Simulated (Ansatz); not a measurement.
Reactions of BrHSi (`[SiH]Br`).

Program: Ansatz. Geometries: PBE0-D4/def2-TZVP. ΔE: electronic, gas phase. CCSD(T)/CBS is the MP2 limit (def2-TZVPP, def2-QZVPP) plus CCSD(T) − MP2 in def2-TZVPP, frozen cores. This one scheme is used for every species, atoms too. Open shells (•) are unrestricted, without spin–orbit coupling. Spin–orbit coupling would lower the free atoms: clearly for Br. Bonds to Br, Ti are less sure, by a few kJ/mol each and by 10 to 20 or more in all where they break to atoms, as the def2 sets lack core-valence functions. Scalar relativity is left out up to krypton. One conformer a species, not always the lowest.

Order these by ΔE at CCSD(T)/CBS, lowest first. (Best estimate.)
A. `[SiH]Br` + `O[SiH2]B(F)Cl` → `[SiH]Cl` + `O[SiH2]B(F)Br`
B. `[SiH]Br` → Br• + `[SiH]`•
C. `[SiH]Br` + H₂ → `[SiH2]` + HBr
D. `[SiH]Br` → H• + `[Si]Br`•
E. `[SiH]Br` + CH₃SH → `CS[SiH]` + HBr
F. `[SiH]Br` + `F[SiH2]O[SiH3]` → `[SiH3]O[Si]Br` + `F[SiH3]`
G. `[SiH]Br` + `NBCl` → `Cl[Si]Br` + `BN`
H. `[SiH]Br` + `[OH][Ti]([Cl])([Cl])[Cl]` → `O[SiH]` + `[Cl][Ti]([Cl])([Cl])[Br]`

G (-13.1 kcal/mol), F (-10.2 kcal/mol), H (-6.2 kcal/mol), E (-0.1 kcal/mol), A (+2.3 kcal/mol), C (+28.1 kcal/mol), D (+77.2 kcal/mol), B (+94.3 kcal/mol).

Largest T1 diagnostic: 0.034, for `[SiH]`•, so its coupled-cluster energy is less sure.
